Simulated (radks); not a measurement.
Values are calculated unless marked as measured or tabulated.
Question: The mean radii <r> (bohr) of the occupied orbitals of an atom or ion are listed with their occupations. Code: a radial shooting solver on a logarithmic mesh with Libxc functionals. Model: scalar-relativistic Kohn-Sham, LDA (Slater exchange, Perdew-Wang correlation), spin-unpolarised, spherical densities, finite nucleus; Fermi nuclear charge, rms radius of each element as measured or else 0.836 A^(1/3) + 0.57 fm.

orbital  occ.      <r>
1s          2  0.05418
2s          2   0.2454
2p          6   0.2155
3s          2   0.7415
3p          6   0.7794
3d          8    1.011
4s          2    2.783

Name the element and its charge.

Answer: Z = 28, nickel, charge 0: Ni in [Ar] 3d8 4s2. The 1s radius gives Z: for a bare nucleus <r> = (2 gamma + 1)/(2Z) with gamma = sqrt(1 - (Z/c)^2), 0.05282 bohr for Z = 28, and screening makes it slightly larger (0.05418 here). The occupations add up to 28, and the charge is Z minus that.
